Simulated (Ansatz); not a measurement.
CH$_{4}$Cl$_{2}$GeOS (`C[O][Ge]([SH])([Cl])[Cl]`), relaxed with RKS PBE-D4/def2-SVP in Ansatz 0.2.0 from a rough embedded geometry. The force threshold is 0.03 eV/Å; the program also tests the step.

Charge 0, multiplicity 1.

Start:

```xyz
10

C     1.466    0.196   -0.590
O     0.532    1.024    0.189
Ge   -1.111    0.289    0.146
S    -1.038   -1.853    1.011
Cl   -2.469    1.475    1.290
Cl   -1.832    0.139   -1.912
H     2.423    0.670   -0.540
H     1.501   -0.834   -0.134
H     1.081    0.179   -1.673
H    -0.553   -1.286    2.212
```

| step | energy (eV) | largest force (eV/Å) | largest move (Å) |
| --- | --- | --- | --- |
| 1 | -95503.9051 | 2.176 | 0.000 |
| 2 | -95504.0892 | 0.821 | 0.113 |
| 3 | -95504.1305 | 0.316 | 0.139 |
| 4 | -95504.1344 | 0.243 | 0.107 |
| 5 | -95504.1411 | 0.118 | 0.053 |
| 6 | -95504.1434 | 0.027 | 0.021 |

End:

```xyz
10

C     1.490    0.250   -0.616
O     0.472    0.921    0.124
Ge   -1.157    0.202    0.172
S    -1.188   -1.847    1.040
Cl   -2.302    1.624    1.313
Cl   -1.948   -0.003   -1.835
H     2.427    0.828   -0.480
H     1.658   -0.789   -0.252
H     1.255    0.208   -1.703
H    -0.708   -1.394    2.236
```

Hardware: 2 threads of a server CPU on a shared host. Wall time 32 s, peak host memory 0.5 GiB.
